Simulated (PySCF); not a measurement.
Calculation: PySCF 2.14.0 with B3LYP-D3(BJ)/def2-TZVP. All species are isolated molecules in the gas phase. B3LYP has the VWN-RPA correlation part, as in Gaussian. Delta-SCF ions had no search for a lower state. Excitations are Tamm–Dancoff values on a coarser integration grid. The basis has no diffuse functions, so Rydberg states are missing or too high.

Reference species (SMILES): `C=[SiH]C` (neutral, multiplicity 1).

```yaml
S1–T1 gap (TDA): 2.76 eV
vertical ionisation energy (Delta-SCF): 8.33 eV
```

Changed species: `CC=[SiH2]`.

### Question
Predict the effect on the S1–T1 gap (TDA) and vertical ionisation energy (Delta-SCF).

### Answer
the S1–T1 gap (TDA) is nearly the same; the vertical ionisation energy (Delta-SCF) falls by 0.09 eV, to 8.24 eV.
